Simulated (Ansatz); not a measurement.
Geometry optimisation, Ansatz, RKS LDA/def2-SVP.

Input file:

```yaml
crystal:
  periodic: [false, false, false]
  atoms:
    - { symbol: O, position_ang: [-0.3865, 1.6934, -1.0666] }
    - { symbol: C, position_ang: [0.4536, 1.3582, -0.2754] }
    - { symbol: "N", position_ang: [0.2781, 0.1438, 0.4378] }
    - { symbol: Sb, position_ang: [-1.3044, -1.0693, 0.2241] }
    - { symbol: H, position_ang: [1.3441, 1.9606, -0.1525] }
    - { symbol: H, position_ang: [1.0611, -0.1405, 1.1115] }
    - { symbol: H, position_ang: [-0.8185, -1.5988, -1.363] }
    - { symbol: H, position_ang: [-0.5353, -2.4046, 1.0282] }
basis:
  gaussian: { orbitals: def2-SVP }
hamiltonian:
  xc: lda
relax:
  f_tol: 0.015
  max_steps: 40
```

Command:

```bash
$ ansatz run input.yaml --threads 1 --pin off --max-ram 2048MiB --backend cpu --events-out ev --progress --plain --runs-dir out
```

**Question.** Where does it end, and by what steps?

**Answer.** It converged. After 9 steps the energy has fallen by 0.455 eV; O1 moved furthest, 0.26 Å.

```csv
step,energy less start (eV),largest force component (eV/Å),accepted
0,0.0000,3.631,yes
1,-0.3114,1.450,yes
2,-0.3198,1.332,yes
3,-0.4207,0.625,yes
4,-0.4290,0.903,yes
5,-0.4495,0.123,yes
6,-0.4545,0.050,yes
7,-0.4552,0.024,yes
8,-0.4552,0.038,yes
9,-0.4553,0.011,yes
```

```xyz
8
Properties=species:S:1:pos:R:3
O -0.510 1.470 -1.026
C 0.413 1.243 -0.248
N 0.431 0.142 0.506
Sb -1.341 -0.929 0.129
H 1.288 1.945 -0.130
H 1.211 -0.079 1.134
H -0.782 -1.564 -1.381
H -0.618 -2.285 0.960
```

Whether the end is a true minimum wasn't checked by a vibrational analysis.

Time of the run: 42 s on 1 thread of Intel(R) Xeon(R) Processor @ 2.50GHz (Skylake/Cascade Lake), with other jobs on the host, peak memory 0.15 GiB.
